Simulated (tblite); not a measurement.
Compound: C2H8FNSi.
Numbering: `[CH3:1][CH2:2][Si@H:3]([NH2:4])[F:5]` (hydrogens: H6, H7, H8 on C1; H9, H10 on C2; H11 on Si3; H12, H13 on N4)

Computed with GFN2-xTB (tblite), gas phase: L-BFGS steps from a force-field or distance-geometry start until the largest atomic force falls under 0.01 eV/Å.

Geometry at step 35:
```
atom  x, y, z in Å
C1      1.6532    0.4197   -0.0559
C2      0.6987   -0.5828    0.5877
Si3    -1.0171   -0.6671   -0.2248
N4     -1.8148    0.8339   -0.4455
F5     -1.9783   -1.4601    0.8047
H6      1.8942    0.1328   -1.0765
H7      1.1947    1.4047   -0.0811
H8      2.5893    0.5004    0.4941
H9      1.1510   -1.5725    0.5837
H10     0.5590   -0.3204    1.6367
H11    -1.0439   -1.4447   -1.4601
H12    -1.4472    1.5612   -1.0318
H13    -2.4432    1.1954    0.2511
```

Question: Give the atomic forces at this geometry.

Answer: 
| atom | Fx (eV/Å) | Fy (eV/Å) | Fz (eV/Å) |
| --- | --- | --- | --- |
| C1 | -0.036 | -0.001 | -0.007 |
| C2 | -0.055 | 0.014 | -0.012 |
| Si3 | -0.054 | -0.007 | -0.151 |
| N4 | -0.026 | -0.037 | -0.020 |
| F5 | 0.018 | 0.042 | -0.003 |
| H6 | -0.054 | -0.033 | -0.032 |
| H7 | 0.011 | 0.069 | -0.016 |
| H8 | -0.021 | -0.062 | 0.059 |
| H9 | 0.118 | -0.067 | -0.006 |
| H10 | 0.071 | 0.060 | 0.109 |
| H11 | 0.002 | 0.065 | 0.049 |
| H12 | 0.017 | -0.028 | 0.037 |
| H13 | 0.009 | -0.017 | -0.009 |

The largest, 0.16 eV/Å, acts on Si3; the rms over all components is 0.051 eV/Å. The forces sum to zero within rounding, as they must for an isolated molecule in no field.

Question: Give the force on Si3 in Eh/bohr and in nN.

Answer: 0.161 eV/Å ÷ 51.422 = 0.00312 Eh/bohr, and 0.161 eV/Å × 1.602 = 0.26 nN.

Question: How far is this geometry from the end of the optimisation?

Answer: 0.058 eV above it, and 0.299 Å rms away after alignment. The bonds farthest from their final lengths, with half the difference of the two atoms' forces along the bond (positive lengthens):

| bond | now (Å) | final (Å) | force along bond (eV/Å) |
| --- | --- | --- | --- |
| C2–Si3 | 1.900 | 1.894 | +0.03 |
| C2–H9 | 1.088 | 1.091 | +0.07 |
| N4–H13 | 1.005 | 1.007 | 0.00 |
| Si3–H11 | 1.460 | 1.462 | -0.10 |
| Si3–N4 | 1.714 | 1.716 | -0.03 |

The angle farthest from its final value is N4–Si3–H11, 110.4° against 117.9°.

What follows is the cost of the whole relaxation. On one thread of an Arm Neoverse V2 (shared host), this took 0.58 s of wall time.
